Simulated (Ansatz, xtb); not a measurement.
## Ligand exchange: InCl3 + C4H5N → InHCl2 + C4H4ClN

Species: InCl3 `[Cl][In]([Cl])[Cl]`, singlet; C4H5N (pyrrole) `c1cc[nH]c1`, singlet; InHCl2 `[Cl][InH][Cl]`, singlet; C4H4ClN `Clc1ccc[nH]1`, singlet. The partners trade Cl for H: In–Cl and C–H bonds give way to In–H and C–Cl.

Shapes, held fixed at every level: PBE0-D4/def2-TZVP. Programs: Ansatz 0.2.0, xtb 6.7.1. The zero-point and thermal change to 298 K, harmonic and unscaled (PBE0-D4/def2-TZVP), is -11.8 kJ/mol.

| level | kind | ΔH(298 K) (kJ/mol) | less CCSD(T)/def2-TZVPP |
| --- | --- | --- | --- |
| GFN1-xTB | semi-empirical | +72.0 | -78.2 |
| BHLYP-D4/def2-TZVPP | global hybrid | +157.0 | +6.8 |
| PBE0-D4/def2-TZVPP | global hybrid | +143.6 | -6.6 |
| wB97M-V/def2-TZVPP | range-separated hybrid | +147.1 | -3.1 |
| MP2/def2-SVP | perturbation theory | +158.1 | +7.9 |
| MP2/def2-TZVPP | perturbation theory | +150.6 | +0.4 |
| CCSD(T)/def2-SVP | coupled cluster or CI | +156.7 | +6.5 |
| CCSD/def2-TZVPP | coupled cluster or CI | +152.9 | +2.7 |
| CCSD(T)/def2-TZVPP | coupled cluster or CI | +150.2 | 0.0 |

The highest level, CCSD(T)/def2-TZVPP, gives ΔH(298 K) = +150.2 kJ/mol; the levels span +72.0 to +158.1. GFN1-xTB strays far from the other rows. The column of differences is taken from that level and isn't an error. No measured value is set beside it here. For atoms past krypton def2 sets carry core potentials with scalar relativity. Correlated rows may include outer-core shells of In, which these sets cover unevenly.
